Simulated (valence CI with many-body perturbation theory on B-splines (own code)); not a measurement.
# Si VIII: magnetic and hyperfine properties of the levels

Computed by configuration interaction combined with many-body perturbation theory (CI+MBPT): five valence electrons over a frozen Dirac-Fock core [He], radial functions for each j: 9 s, 9 p, 8 d, 6 f, 3 g, 1 h, with the one-electron correlation potential Σ1 (screened to all orders), the two-electron term Σ2, the three-electron term Σ3, Breit, model QED; selected single and double excitations, second order for the rest, scaled by the run's own slope (own B-spline code, finite nucleus).

No measured spectrum was set against this ion. As an estimate, levels hold to about 100 cm⁻¹ or 0.05 % of their energy and the worst to 300 or 400 cm⁻¹, as in measured light ions of charge 2 to 7. Among the levels kept, up to 2100 cm⁻¹ of a level comes from second order outside the variational space, and about a tenth of that is noise between levels of different J, which matters for small intervals.

A/g_I is the dipole constant over the nuclear g factor μ/I (μ in nuclear magnetons, uniformly magnetised nucleus), B/Q the quadrupole constant per barn. Both hold the static response of the core; the bare values leave it out. Large factors of s and p1/2 electrons are usually good to 5 to 10 %; those of open d and f shells near neutrality can be off by tens of per cent, and small factors of p3/2, d and f electrons come from cancelling terms and can be off by a factor of two or in sign, in half-filled shells by more. B is blank for J = 1/2, where it vanishes, and for nearly pure S terms. Energies count from the lowest level.

Letters in brackets count levels of one name in rising energy.

```
                 Level  E (eV)      g  A/g_I (MHz)  A/g_I bare  B/Q (MHz/b)  B/Q bare
       2s2 2p3 4S°_3/2    0.00  2.000         45.9        1070                       
       2s2 2p3 2D°_3/2    8.61  0.807         3570        3420         1750      1770
       2s2 2p3 2D°_5/2    8.64  1.200         5670        5860         -111      -112
       2s2 2p3 2P°_1/2   13.11  0.665        16000       15500                       
       2s2 2p3 2P°_3/2   13.17  1.326         3110        3460        -1830     -1840
         2s 2p4 4P_5/2   38.78  1.600        13500       13500         5500      5560
         2s 2p4 4P_3/2   39.22  1.734        12700       12800        -4380     -4420
         2s 2p4 4P_1/2   39.45  2.669        27100       27200                       
         2s 2p4 2D_5/2   53.41  1.200        15800       15200       -11100    -11200
         2s 2p4 2D_3/2   53.41  0.799        -4240       -3690        -7780     -7860
         2s 2p4 2S_1/2   62.64  1.986        54800       52100                       
         2s 2p4 2P_3/2   65.84  1.333        -2020       -1110         5460      5510
         2s 2p4 2P_1/2   66.38  0.681         9800        8900                       
           2p5 2P°_3/2  101.75  1.333         2400        3000        -5290     -5340
           2p5 2P°_1/2  102.46  0.665        16100       15300                       
     2s2 2p2 3s 4P_1/2  177.33  2.661         5440        6230                       
     2s2 2p2 3s 4P_3/2  177.61  1.732         3040        3440         4730      4780
     2s2 2p2 3s 4P_5/2  178.02  1.599         5730        6060        -5960     -6020
     2s2 2p2 3s 2P_1/2  179.75  0.675         2850        2530                       
     2s2 2p2 3s 2P_3/2  180.24  1.331         3550        4120        -5870     -5920
     2s2 2p2 3s 2D_5/2  184.53  1.201         7360        7260        11800     11900
     2s2 2p2 3s 2D_3/2  184.55  0.803         4640        4750         8190      8270
    2s2 2p2 3p 2S°_1/2  186.57  1.998         -537         852                       
    2s2 2p2 3p 4D°_1/2  187.66  0.020         4680        3920                       
    2s2 2p2 3p 4D°_3/2  187.82  1.211         1740        1920         1100      1110
    2s2 2p2 3p 4D°_5/2  188.09  1.376         1610        1930          451       454
    2s2 2p2 3p 4D°_7/2  188.45  1.428         2650        2990        -4660     -4700
    2s2 2p2 3p 4P°_1/2  188.72  2.644        -2830       -1500                       
    2s2 2p2 3p 4P°_3/2  188.81  1.715         2080        2650        -2900     -2930
    2s2 2p2 3p 4P°_5/2  189.06  1.581         2070        2550          115       119
2s2 2p2 3p 2D°_3/2 [a]  190.07  0.810         5350        5130        -2020     -2040
2s2 2p2 3p 2D°_5/2 [a]  190.59  1.213         3370        3600        -2240     -2260
    2s2 2p2 3p 4S°_3/2  190.85  1.996         2400        3160                       
     2s2 2p2 3s 2S_1/2  191.45  2.001        12700       12200                       
2s2 2p2 3p 2P°_1/2 [a]  191.80  0.671         4830        4510                       
2s2 2p2 3p 2P°_3/2 [a]  191.82  1.333         3420        3780         2050      2070
    2s2 2p2 3p 2F°_5/2  195.26  0.859         5290        5250        10800     10900
    2s2 2p2 3p 2F°_7/2  195.39  1.143         3730        3770        13100     13200
     2s 2p3 3s 6S°_5/2  196.09  2.001        13600       13800                       
2s2 2p2 3p 2D°_5/2 [b]  197.23  1.199         4740        4830         2580      2610
```

Problem. Take the isotope of mass number 29, with I = 1/2, μ = -0.55505 μN. What is the hyperfine structure of 2s 2p4 4P_1/2?

Solution. From the table A = -30100 MHz. Shifts from the centre of gravity in MHz: F = 0: 22600, F = 1: -7520.
